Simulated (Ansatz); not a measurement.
`C[O][W]([F])([F])([F])([F])[O]C` + H₂O → `C[O][W]([OH])([F])([F])([F])[O]C` + H–F  (formal hydrolysis of a W–F bond)

Program: Ansatz. Geometries: PBE0-D4/def2-TZVP. ΔE: electronic, gas phase. CBS: MP2 limit from def2 TZ/QZ plus the TZ coupled-cluster correction, frozen cores. This one scheme is used for every species. Functionals use def2-TZVPP. B3LYP here is the variant with VWN-RPA as its local correlation; programs differ in this. def2 core potentials past Kr. For W outer-core shells are correlated without core-valence functions, which leaves a few kJ/mol of doubt a bond. One conformer a species, not always the lowest.

Is it downhill or uphill in electronic energy at CCSD(T)/CBS, and by how much? (An estimate is asked.)

Ansatz gave: Uphill: ΔE = +0.23 eV.

What do these levels give: BLYP-D4, B97M-V, B3LYP-D4, r2SCANh-D4, PBE-QIDH, PBE, r2SCAN0, LC-ωPBE, HF/def2-SVP, HF/def2-QZVPP, SCS-MP2/def2-QZVPP, HF/CBS(def2)? (An estimate is asked.)

Ansatz gave: BLYP-D4 0.33, B97M-V 0.37, B3LYP-D4 0.32, r2SCANh-D4 0.33, PBE-QIDH 0.27, PBE 0.35, r2SCAN0 0.32, LC-ωPBE 0.38, HF/def2-SVP 0.37, HF/def2-QZVPP 0.40, SCS-MP2/def2-QZVPP 0.25, HF/CBS(def2) 0.41 eV.

Largest T1 diagnostic among the species: 0.020, so the coupled-cluster value is less sure than usual.

From BLYP to BHLYP (50 % exact exchange), in def2-TZVPP and without D4, ΔE moves by −0.05 eV. In def2-TZVPP, CCSD(T) changes the Hartree–Fock value by −0.14 eV (the triples alone add −0.02 eV) and MP2 by −0.17 eV.
